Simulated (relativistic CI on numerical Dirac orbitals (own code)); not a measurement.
Method of calculation: Dirac-Coulomb-Breit CI, orbitals from a KLI potential per configuration, model QED, unscaled Slater integrals (own radial code, finite nucleus).

The strongest absorption lines from the ground level of an ion, among the configurations computed and to levels below about 14900 eV (vacuum wavelength in nm, gf): 0.08415 (0.24), 0.10697 (0.3), 0.10884 (1.1), 0.11146 (0.33), 0.11539 (0.035), 0.65139 (0.27).

(1) Which ion is it?
A. Fr⁸¹⁺
B. Eu⁵⁷⁺
C. Tl⁷⁵⁺
D. Re⁶⁹⁺

Results:

(1) D. Re⁶⁹⁺ has 6 electrons and the ground level 2s2 2p2 3P_0; the strongest line goes to 2s2 2p 3d 3D°_1. The pattern of lines fixes the number of electrons, and along that sequence the line energies rise steadily with the charge (about as its square where n changes within one kind of shell, about linearly where n is kept but much faster in heavy ions where fine structure, which grows about as Z⁴, sets the gap, and irregularly where shells cross), which fixes Z. Configurations outside the model, such as inner-shell arrays, can give stronger lines. At this charge energies of transitions that change n are usually good to better than 1 %, and those within a shell (Δn = 0) to a few per cent.

LS names give the leading component of a level, which can be under half, so a name can repeat, a term be missing and a line seem to break the LS rules.
